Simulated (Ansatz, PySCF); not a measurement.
System: C2HClF2, charge 0, multiplicity 1. 
Coordinates optimised at B3LYP-D3(BJ)/def2-TZVP (Ansatz, a program for electronic structure):
```xyz
6

C      0.4934    -0.5969     0.0116
C     -0.7993    -0.3316     0.0744
F     -1.7238    -1.2674     0.2000
F     -1.3440     0.8633     0.0232
Cl     1.6824     0.6366    -0.1521
H      0.8441    -1.6141     0.0623
```
Charge 0, spin multiplicity 1.

Dipole moments at this geometry, in debye (magnitudes).

```json
[
 {"level": "HF/def2-TZVPD", "program": "PySCF", "dipole (D)": "1.19"},
 {"level": "SVWN5/def2-TZVPD", "program": "PySCF", "dipole (D)": "1.00"},
 {"level": "r2SCAN/def2-TZVPD", "program": "Ansatz", "dipole (D)": "1.00"},
 {"level": "B3LYP/def2-TZVPD", "program": "Ansatz", "dipole (D)": "1.04"},
 {"level": "BHLYP/def2-TZVPD", "program": "Ansatz", "dipole (D)": "1.13"},
 {"level": "r2SCANh/def2-TZVPD", "program": "Ansatz", "dipole (D)": "1.03"},
 {"level": "r2SCAN0/def2-TZVPD", "program": "Ansatz", "dipole (D)": "1.06"},
 {"level": "M06-2X/def2-TZVPD", "program": "PySCF", "dipole (D)": "1.09"},
 {"level": "HSE06/def2-TZVPD", "program": "Ansatz", "dipole (D)": "1.04"},
 {"level": "CAM-B3LYP/def2-TZVPD", "program": "Ansatz", "dipole (D)": "1.09"},
 {"level": "LC-wPBE/def2-TZVPD", "program": "Ansatz", "dipole (D)": "1.08"},
 {"level": "wB97M-V/def2-TZVPD", "program": "Ansatz", "dipole (D)": "1.04"},
 {"level": "CCSD(T)/aug-cc-pV(D+d)Z", "program": "Ansatz", "dipole (D)": "1.08"}
]
```
